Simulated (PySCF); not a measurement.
H2O3Si. Atoms are numbered in the order given.

```xyz
6

Si     0.0000     0.0000    -0.1275
O      0.0000     0.0000    -1.6555
O      0.0000     1.2842     0.8839
O      0.0000    -1.2842     0.8839
H      0.0000     2.1444     0.4433
H      0.0000    -2.1444     0.4433
```
Charge 0, spin multiplicity 1.

Coordinates come from a B3LYP-D3(BJ)/def2-SVP optimisation. The values are those of a single conformer.

Level of theory: KT2/pcSseg-2 in PySCF.

GIAO shieldings, no solvent; atoms alike by connectivity are averaged. δ = σ(ref) − σ: ²⁹Si against TMS (σ = 351.7 ppm); ¹⁷O against H2O (σ = 324.0 ppm); ¹H against TMS (σ = 31.47 ppm), references at their B3LYP-D3(BJ)/def2-TZVP geometries, non-relativistic.

Computed chemical shifts:
```
nucleus   atoms  count  δ (ppm)
-------  ------  -----  -------
²⁹Si        Si1      1    -18.9
¹⁷O          O2      1    163.3
¹⁷O      O3, O4      2     66.5
¹H       H5, H6      2     2.86
```
